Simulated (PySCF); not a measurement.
## Correlation energy of B (boron, neutral)

[He] 2s2 3d1, 2D determinant (an excited configuration). Computed with PySCF 2.14 in aug-cc-pwCVTZ (7s6p4d2f, 59 functions), with no relativity, point nucleus. Frozen: nothing; 5 electrons correlated.

| level | correlation energy (mhartree) |
| --- | --- |
| CCSD | -97.43 |
| (T) | -6.83 |
| CCSD(T) | -104.26 |

Diagnostics: T1 = 0.023, D1 = 0.0655, largest double amplitude 0.343.

Question: Is a single reference adequate?

Answer: Not fully. The outer electron is Rydberg-like, and this basis confines it to a smaller radius and binds it less than a complete one would. A double-excitation amplitude exceeds 0.15, a sign of near-degeneracy.
